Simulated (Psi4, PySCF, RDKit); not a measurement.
Internal rotation in SMILES O[SiH2][SiH2]c1cccs1. Scanned: dihedral H9–O1–Si2–Si3; all other coordinates were relaxed at GFN2-xTB. Points at φ and −φ are mirror images. Heavy atoms are numbered in the order of the SMILES O[SiH2][SiH2]c1cccs1, hydrogens after them in the order of the atoms that carry them; the mirror image has the same energies with the sign of each dihedral reversed.

- PBE-D3(BJ)/def2-SVP // GFN2-xTB (Psi4)
- RHF/3-21G = restricted Hartree-Fock/3-21G, density fitting // GFN2-xTB in PySCF
- MMFF94 // GFN2-xTB (RDKit)

Energies in kJ/mol, each method relative to its own lowest point.

```
φ / °  PBE-D3(BJ)/def2-SVP  RHF/3-21G  MMFF94
-----  -------------------  ---------  ------
-160                  1.13       0.35    7.52
-140                  1.77       1.36    4.15
-120                  2.09       2.84    1.05
-100                  1.57       4.18    0.00
-80                   0.51       4.84    0.95
-60                   0.00       5.27    2.12
-40                   0.44       5.77    2.76
-20                   1.47       6.21    2.64
0                     2.00       6.35    2.35
20                    1.47       6.21    2.64
40                    0.44       5.77    2.76
60                    0.00       5.27    2.12
80                    0.51       4.84    0.95
100                   1.57       4.18    0.00
120                   2.09       2.84    1.05
140                   1.77       1.36    4.15
160                   1.13       0.35    7.52
180                   0.83       0.00    8.96
```

MMFF94 has few fitted parameters for silicon.
